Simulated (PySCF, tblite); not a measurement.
Species: C7H16N2.
Numbering: `[CH3:1][NH:2][NH:3][CH:4]1[CH2:5][CH2:6][CH2:7][CH2:8][CH2:9]1` (hydrogens: H10, H11, H12 on C1; H13 on N2; H14 on N3; H15 on C4; H16, H17 on C5; H18, H19 on C6; H20, H21 on C7; H22, H23 on C8; H24, H25 on C9)

Structure used (GFN2-xTB), in Å, numbered top down from 1:
```
atom  x, y, z in Å
C1     3.760   -0.491    0.419
N2     2.462   -0.691   -0.195
N3     1.512    0.283    0.345
C4     0.205    0.132   -0.290
C5    -0.569    1.443   -0.149
C6    -1.977    1.315   -0.720
C7    -2.737    0.190   -0.026
C8    -1.977   -1.122   -0.179
C9    -0.570   -0.999    0.396
H10    4.417   -1.295    0.092
H11    3.728   -0.473    1.516
H12    4.168    0.459    0.069
H13    2.103   -1.600    0.098
H14    1.897    1.190    0.077
H15    0.316   -0.111   -1.361
H16   -0.032    2.243   -0.666
H17   -0.620    1.702    0.911
H18   -2.511    2.260   -0.596
H19   -1.915    1.103   -1.790
H20   -3.738    0.095   -0.455
H21   -2.847    0.426    1.035
H22   -2.513   -1.927    0.329
H23   -1.912   -1.381   -1.238
H24   -0.042   -1.945    0.267
H25   -0.619   -0.782    1.465
```

Method used: PBE0/pcSseg-1 in PySCF (dipole) on a GFN2-xTB geometry, gas phase.

Masses are those of the commonest isotopes; rigid-rotor values at the optimised geometry. The values belong to one conformer with, in the numbering `[CH3:1][NH:2][NH:3][CH:4]1[CH2:5][CH2:6][CH2:7][CH2:8][CH2:9]1`, C1–N2–N3–C4 178°, N2–N3–C4–C5 -158°, N3–C4–C5–C6 -177°, C4–C5–C6–C7 58°, C5–C6–C7–C8 -58°, C6–C7–C8–C9 58°.

(1) Give the principal moments of inertia and the rotational constants in MHz.

(2) What kind of rotor is it?

(3) What does the inertial defect say?

(4) Predict some low-J microwave lines.

Results:

(1) Ia = 130.05, Ib = 614.75, Ic = 702.28 u·Å²; 505379 MHz·u·Å²/I gives A = 3886, B = 822.1, C = 719.6 MHz.

(2) A near-prolate asymmetric top: κ = (2 × 822.1 − 3886 − 719.6)/(3886 − 719.6) = -0.94.

(3) Not planar: Δ = Ic − Ia − Ib = -42.53 u·Å². For a rigid frame Δ = −2 Σ m c², so Σ m c² = 21.26 u·Å² lies off the ab plane: 12.61 from hydrogen and 8.65 from heavier atoms. The atom farthest from that plane is 1.40 Å away.

(4) The dipole components are |μa| = 0.10 D, |μb| = 0.00 D, |μc| = 0.04 D. The squared components, which scale the intensities, stand as 1.00 : 0.00 : 0.14 (a : b : c). Some lines, for components of 0.1 D or more:

```
type  branch         J(Ka,Kc)   MHz  lower level (cm⁻¹)
   a       Q  2(1,1) ← 2(1,2)   307               0.253
   a       Q  3(1,2) ← 3(1,3)   615               0.402
   a       R  1(0,1) ← 0(0,0)  1542               0.000
   a       R  2(1,2) ← 1(1,1)  2981               0.154
   a       R  2(0,2) ← 1(0,1)  3081               0.051
   a       R  2(1,1) ← 1(1,0)  3186               0.157
   a       R  3(1,3) ← 2(1,2)  4470               0.253
   a       R  3(0,3) ← 2(0,2)  4615               0.154
   a       R  3(2,2) ← 2(2,1)  4625               0.570
   a       R  3(2,1) ← 2(2,0)  4635               0.570
   a       R  3(1,2) ← 2(1,1)  4777               0.263
```

Its GFN2-xTB frequencies are all real (lowest 36 cm⁻¹). Constants of a rigid frame at the computed geometry: no zero-point averaging, no centrifugal distortion. A rigid rotor knows nothing of inversion at nitrogen or internal rotation, which can split or shift real lines. Quadrupole hyperfine structure (14N) is left out.
